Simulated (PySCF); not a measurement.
Compound: CH7BGaN.
Bonds: B1–N2, N2–C3, N2–Ga4. Hydrogens: H5, H6 on B1; H7, H8, H9 on C3; H10, H11 on Ga4.

Level of theory: MP2 and CCSD/aug-cc-pVDZ in PySCF, restricted Hartree–Fock reference, 12 core orbitals frozen, non-relativistic, gas phase, PBE0-D3(BJ)/def2-SVP geometry.

E(HF) = -2044.32488 Eh.

Q: How large is the problem?

A: 168 basis functions and 56 electrons; 12 orbitals frozen, which leaves o = 16 correlated occupied and v = 140 virtual orbitals. That is o·v = 2240 singles and o·v(o·v + 1)/2 = 2509920 distinct closed-shell doubles amplitudes before symmetry; the costliest CCSD step grows as o²v⁴ = 9.8 × 10^10.

Q: What are the MP2 and CCSD correlation energies?

A: MP2 -0.5196 Eh and CCSD -0.5706 Eh, which gives totals of -2044.84447 and -2044.89553 Eh. That is 0.485 eV for each correlated electron at CCSD (1498 kJ/mol in all, 0.028 % of the total energy); MP2 gives 91.1 % of the CCSD value.

Q: What is the T1 diagnostic?

A: 0.0118, below the customary warning level of 0.02. It is the norm of the spatial-orbital singles amplitudes over the root of the number of correlated electrons, so the norm is 0.067.

Q: How does correlation change the dipole moment?

A: HF gives 1.40 D and CCSD (unrelaxed density) 1.59 D, a change of +0.19 D.

No triples correction and no basis-set extrapolation were made.

The job also held the EOM ionisation roots. The run took 8.0 min wall on Arm Neoverse V2, one thread, no GPU, shared host, and the process peaked at 3.0 GiB of memory.
